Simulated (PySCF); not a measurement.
CH3CdFS, SMILES C[S][Cd][F].

The structure is a stationary point at B3LYP-D3(BJ)/def2-SVP. The def2 effective core potentials stand for the cores of Cd; spin–orbit coupling is left out. Other conformers were not sampled.

Method: PySCF with PBE/def2-TZVPD.

Symmetry labels are those of the subgroup Cs that the program uses (full group Cs).

List the valence orbital energies around the gap with their symmetry. (Estimate from the structure and the level; the computed values follow.)


```csv
orbital,symmetry,energy (eV)
HOMO−7,A',-10.82
HOMO−6,A",-10.68
HOMO−5,A',-9.28
HOMO−4,A',-8.92
HOMO−3,A",-7.94
HOMO−2,A',-7.92
HOMO−1,A',-7.32
HOMO,A",-5.90
LUMO,A',-2.71
LUMO+1,A',-1.66
LUMO+2,A",-1.05
LUMO+3,A',-0.07
```
